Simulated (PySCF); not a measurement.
These compounds are isomers of formula C$_{5}$H$_{6}$O$_{3}$.

A. `C=C(OC)C(=O)C=O`
B. SMILES C=C[C@H]1OCOC1=O
C. `O=C([C@@]1(C=C)CO1)O`

Spectrum 1. 13C{1H} NMR (computed): δ 176.4 (C), 140.5 (CH), 132.9 (CH2), 55.0 (CH2), 51.8 (C).

Spectrum 2. 13C{1H} NMR (computed): δ 175.2 (C), 139.9 (CH), 127.0 (CH2), 98.7 (CH2), 80.4 (CH).

Spectrum 3. 13C{1H} NMR (computed): δ 205.9 (CH), 198.2 (C), 166.6 (C), 99.6 (CH2), 56.9 (CH3).

- GFN2-xTB structure
- J: B3LYP/pcJ-1 (spin–dipole term left out of most H,H and C,H couplings)
- GIAO PBE0/pcSseg-1 shieldings
- code: PySCF
- gas phase, no relativistic terms, single conformer, rapidly exchanging positions averaged

References, each an isolated molecule treated in the same way: 13C (σref 186.93) vs TMS. Acid and N–H amide carbonyl carbons lie up to 10 ppm further downfield in solution (hydrogen bonding). Shifts are as computed. Against solution values, carbons near 30 ppm lie about +3 ppm off and those near 130 ppm about +5 ppm. Of 1211 compounds with measured shifts, 218 miss one by over three times the rms of a fit or turn the order of signals round; such compounds aren't used in these exercises.

Question: Which spectrum belongs to which compound?

Answer: 1–C, 2–B, 3–A.

- Spectrum 1 (C): 5 13C signals; δC 176.4 is a carboxylic acid carbon; δC 140.5 is an alkene CH.
- Spectrum 2 (B): 5 13C signals; δC 175.2 is an ester carbonyl carbon; δC 139.9 is an alkene CH.
- Spectrum 3 (A): 5 13C signals; δC 205.9 is an aldehyde carbonyl carbon; δC 198.2 is a ketone carbonyl carbon.
